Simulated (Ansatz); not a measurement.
Compare A (`B[SiH2]O[SiH2]F`) with its isomer B (`B[Si](O)(F)[SiH3]`).

Gas-phase electronic energies from Ansatz, PBE0-D4/def2-TZVP geometries. CCSD(T)/CBS is the MP2 limit (def2-TZVPP, def2-QZVPP) plus CCSD(T) − MP2 in def2-TZVPP, frozen cores. Functionals use def2-TZVPP. B3LYP here is the variant with VWN-RPA as its local correlation; programs differ in this. One conformer a species, not always the lowest.

A:

```xyz
11

B     0.975    0.519   -1.725
Si    0.091    1.305   -0.107
O    -0.627    0.209    0.897
Si   -0.787   -1.364    1.231
F     0.657   -2.019    1.418
H     0.980   -0.649   -1.980
H     1.527    1.254   -2.490
H    -0.961    2.265   -0.546
H     1.099    2.066    0.685
H    -1.439   -2.078    0.111
H    -1.516   -1.508    2.506
```

B:

```xyz
11

B    -1.745   -1.116   -0.114
Si   -0.416    0.211    0.583
O    -1.021    1.729    0.403
F    -0.079   -0.021    2.140
Si    1.648   -0.020   -0.549
H    -1.868   -2.195    0.385
H    -2.353   -0.887   -1.117
H    -0.467    2.468    0.658
H     1.445    0.070   -2.020
H     2.560    1.083   -0.132
H     2.296   -1.322   -0.237
```

(1) Which is lower in electronic energy at CCSD(T)/CBS, and by how much? (Best estimate.)

(2) Give E(B) − E(A) in kJ/mol with HF/def2-TZVPP, CCSD/def2-TZVPP, B2PLYP, MP2/def2-TZVPP, PBE0-D4, B3LYP, B3LYP-D4. (An estimate is asked.)

Largest T1 diagnostic: 0.013.

Results:

(1) The calculation gave: A, by 118.8 kJ/mol.

(2) Computed: HF/def2-TZVPP 146.8, CCSD/def2-TZVPP 123.0, B2PLYP 121.7, MP2/def2-TZVPP 126.6, PBE0-D4 98.7, B3LYP 116.2, B3LYP-D4 115.2. None reverses the order clearly.

From PBE to PBE0 (25 % exact exchange), in def2-TZVPP and without D4, E(B) − E(A) moves by +11.1 kJ/mol. In def2-TZVPP, CCSD(T) changes the Hartree–Fock value by −28.2 kJ/mol (the triples alone add −4.3 kJ/mol) and MP2 by −20.2 kJ/mol.
